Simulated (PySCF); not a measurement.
Species: C5H3N2O2 (charge -1).
SMILES: `O=C([O-])c1ncccn1`

Jobs on this species (12 atoms, 64 electrons) with PySCF (density fitting). Hardware of each: AMD EPYC 7B13, one thread (shared host). Times come from a shared host and carry two figures at best. Peak memory is the resident size of the whole Python process, interpreter and libraries included.

| level and settings | work | basis functions | SCF cycles | wall time | peak memory |
| --- | --- | --- | --- | --- | --- |
| PBE0/def2-SVPD | 6 singlets by full TDDFT, 2 Tamm–Dancoff triplets, polarisability | 210 | ? | ? | ? |
| HSE06/ANO-RCC-VDZP, IEF-PCM methanol | 1 singlet by TDA, polarisability | 141 | 14 | 24 s | 0.90 GiB |
| HF/6-31G-J, fitting basis def2-universal-jkfit | shieldings, ring-centre shieldings | 120 | 12 | 4.5 s | 0.69 GiB |
| PBE0/pcSseg-1 | shieldings, ring-centre shieldings, charges and field gradients | 168 | 17 | 19 s | 0.78 GiB |

**Question.** Fill in the missing figures.

**Answer.** 
- PBE0/def2-SVPD; 6 singlets by full TDDFT, 2 Tamm–Dancoff triplets, polarisability: 24 s, 0.90 GiB, 17 SCF cycles

**Question.** What do all jobs in the table cost together?

**Answer.** About 72 s; the longest takes about 34 % of that, and about 5.3 times as long as the shortest.
